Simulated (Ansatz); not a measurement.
A geometry optimisation of BClH7NSi2 with PBE-D3(BJ)/def2-SVP

The starting geometry of this gas-phase singlet was optimised with GFN2-xTB.

```xyz
12

B     1.6714   -0.4499   -1.0820
Cl    1.8170   -2.2929    1.8304
N     1.1271    0.6547    1.4354
Si    0.8736   -0.9164    0.6493
Si    1.9791    1.8555    0.5736
H     2.7353   -0.8571   -1.3775
H     0.9617   -0.1956   -1.9854
H    -0.5477   -1.1986    0.9215
H     0.8478    0.8055    2.3916
H     2.0918    1.0343   -0.7189
H     1.1988    3.0671    0.3257
H     3.3168    2.1735    1.0736
```

Question: Where would you expect an optimisation with PBE-D3(BJ)/def2-SVP to take it?

Answer: A new bond forms, giving a structure with H10 bridging Si5 and B1, given below by its coordinates. Distances that change by over a tenth: B1–H10 (1.58 → 1.28 Å), Si5–H10 (1.54 → 1.78 Å). Contacts that close: B1–Si5 (2.85 → 2.15 Å).

The energy falls by 0.60 eV over 24 steps:

```json
{"step": "1", "E − E(last) (eV)": "0.603"}
{"step": "4", "E − E(last) (eV)": "0.157"}
{"step": "6", "E − E(last) (eV)": "0.087"}
{"step": "9", "E − E(last) (eV)": "0.035"}
{"step": "11", "E − E(last) (eV)": "0.018"}
{"step": "14", "E − E(last) (eV)": "0.002"}
{"step": "16", "E − E(last) (eV)": "0.001"}
{"step": "19", "E − E(last) (eV)": "0.000"}
{"step": "21", "E − E(last) (eV)": "0.000"}
{"step": "24", "E − E(last) (eV)": "0.000"}
```

Final geometry (Å):

```xyz
12

B     1.8207   -0.0738   -0.8782
Cl    1.8937   -2.3882    1.6579
N     0.9847    0.7147    1.7311
Si    0.8819   -0.7680    0.8066
Si    1.9308    1.5474    0.5256
H     2.9308   -0.5186   -1.0926
H     0.9467   -0.3332   -1.6968
H    -0.5232   -1.2542    0.6167
H     0.6112    1.0137    2.6348
H     1.8243    1.1637   -1.2111
H     1.3666    2.8993    0.1768
H     3.4048    1.6772    0.7666
```

The end wasn't checked by frequencies. Run with Ansatz 0.2.0, 71 s on 2 threads of AMD EPYC 7R43 64-Core Processor (Zen 3), with other jobs on the host.
